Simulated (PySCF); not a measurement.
Al(H)(OH)(nPr) (C₃H₉AlO), SMILES CC[CH2][AlH][OH]. Atoms are numbered in the order given.

```xyz
14

Al    -0.4496     1.1989     0.5802
H     -2.0127     1.2915     0.8538
O      0.5458     2.5199     1.0184
H      0.2458     3.3384     1.4241
C      0.4389    -0.3408    -0.2379
C     -0.4540    -1.5462    -0.5751
C      0.3042    -2.7088    -1.2178
H      1.2617    -0.6528     0.4346
H      0.9536     0.0163    -1.1517
H     -0.9590    -1.9060     0.3401
H     -1.2709    -1.2304    -1.2494
H      0.7854    -2.3940    -2.1590
H     -0.3620    -3.5567    -1.4475
H      1.1010    -3.0777    -0.5503
```

Geometry optimised at B3LYP-D3(BJ)/def2-SVP. The values are those of a single conformer.

Two levels are set side by side: PBE/pcSseg-1 (PySCF) and KT2/pcSseg-1 (PySCF). GIAO shifts against H2O (¹⁷O), TMS (¹H), TMS (¹³C) at the same level; non-relativistic, no solvent, atoms listed together averaged. Differences are taken from unrounded values.

```json
[
 {"quantity": "δ(¹H) of H2 (ppm)", "KT2": "5.31"},
 {"quantity": "δ(¹⁷O) of O3 (ppm)", "KT2": "96.5"},
 {"quantity": "δ(¹H) of H4 (ppm)", "KT2": "3.63"},
 {"quantity": "δ(¹³C) of C5 (ppm)", "KT2": "16.0"},
 {"quantity": "δ(¹³C) of C6 (ppm)", "KT2": "24.7"},
 {"quantity": "δ(¹³C) of C7 (ppm)", "KT2": "24.6"},
 {"quantity": "δ(¹H) of H8, H9 (ppm)", "KT2": "0.59"},
 {"quantity": "δ(¹H) of H10, H11 (ppm)", "KT2": "1.71"}
]
```

Q: What does PBE give, and how far is it from KT2? (Estimate from the structure and the level; the computed values follow.)

A: 
```tsv
quantity	PBE	PBE minus KT2
δ(¹H) of H2 (ppm)	5.31	0.01
δ(¹⁷O) of O3 (ppm)	98.8	2.3
δ(¹H) of H4 (ppm)	3.62	-0.01
δ(¹³C) of C5 (ppm)	15.8	-0.2
δ(¹³C) of C6 (ppm)	24.6	-0.1
δ(¹³C) of C7 (ppm)	24.7	0.2
δ(¹H) of H8, H9 (ppm)	0.55	-0.03
δ(¹H) of H10, H11 (ppm)	1.70	-0.01
```

Rough cost on one machine, each run with all the roots and properties that it gave: KT2 against PBE within a factor of 2.
